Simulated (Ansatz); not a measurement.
Sr2Se⁻. Charge -1, multiplicity 2. Geometry r2SCAN-D4/def2-TZVP, that of the neutral singlet; atoms count from 1.

Cartesian coordinates in Å:
```
Sr -0.896 1.649 -0.583
Sr 0.463 -0.916 1.676
Se 0.433 -0.733 -1.093
```

In the def2 sets Sr takes a core potential; there is no spin–orbit coupling. The charge -1 doublet is spin-contaminated (final ⟨S²⟩ up to 0.89, 0.75 for a pure state). The structure comes from a short search, and lower isomers may exist.

(1) Estimate the Mulliken populations from the PBE0/def2-TZVPD orbitals of Ansatz.

(2) Where does the spin sit?

(3) And the Mayer bond orders between bonded heavy atoms (over 0.3)?

## Answers

(1) 
```json
{"atom": "Sr1", "charge (e)": "0.14", "spin (α − β)": "0.41"}
{"atom": "Sr2", "charge (e)": "0.14", "spin (α − β)": "0.41"}
{"atom": "Se3", "charge (e)": "-1.28", "spin (α − β)": "0.18"}
```
Mulliken values and Mayer orders depend strongly on the basis. With diffuse functions, as here, like atoms can get unlike values, and bond orders can come out too low or too high.

(2) Summed by element: Sr 0.82, Se 0.18, of 1 unpaired in all. Largest on single atoms: Sr2 0.41, Sr1 0.41, Se3 0.18.

(3) Sr1–Sr2 1.54 (3.68 Å); Sr1–Se3 0.57 (2.78 Å); Sr2–Se3 0.57 (2.78 Å).
